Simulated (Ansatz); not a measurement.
`[SiH3][SnH2][SH]` + `CC[SeH]` → `[SH][SnH2][SeH]` + `CC[SiH3]`  (redistribution)

Calculated with Ansatz (gas phase, PBE0-D4/def2-TZVP geometries, no zero-point term in ΔE). CCSD(T)/CBS is the MP2 limit (def2-TZVPP, def2-QZVPP) plus CCSD(T) − MP2 in def2-TZVPP, frozen cores. Functionals use def2-TZVPP. HSE06 is defined as in plane-wave codes. def2 core potentials past Kr. For Se, Sn outer-core shells are correlated without core-valence functions, which leaves a few kJ/mol of doubt a bond. Scalar relativity is left out up to krypton. One conformer a species, not always the lowest.

| level | ΔE (kJ/mol) | difference from CCSD(T)/CBS |
| --- | --- | --- |
| LDA (SPW92) | -78.1 | 8.6 |
| PBE-D4 | -78.7 | 8.0 |
| revPBE-D4 | -78.8 | 7.9 |
| r2SCANh-D4 | -87.2 | -0.5 |
| BLYP | -82.0 | 4.7 |
| PBE0 | -82.1 | 4.6 |
| r2SCANh | -87.1 | -0.4 |
| HSE06 | -82.2 | 4.5 |
| BHLYP | -89.8 | -3.1 |
| CAM-B3LYP | -86.4 | 0.3 |
| LC-ωPBE | -84.5 | 2.2 |
| RPA@PBE/def2-TZVPP | -76.3 | 10.4 |
| CCSD(T)/def2-SVP | -86.3 | 0.4 |
| SCS-MP2/def2-TZVPP | -84.4 | 2.3 |
| CCSD/def2-TZVPP | -81.5 | 5.2 |
| CCSD/CBS(def2) | -87.6 | -0.9 |
| CCSD(T)/CBS | -86.7 | 0 |

Largest T1 diagnostic among the species: 0.013.

From BLYP to BHLYP (50 % exact exchange), in def2-TZVPP and without D4, ΔE moves by −7.8 kJ/mol. In def2-TZVPP, CCSD(T) changes the Hartree–Fock value by +13.7 kJ/mol (the triples alone add +0.9 kJ/mol) and MP2 by +9.1 kJ/mol.
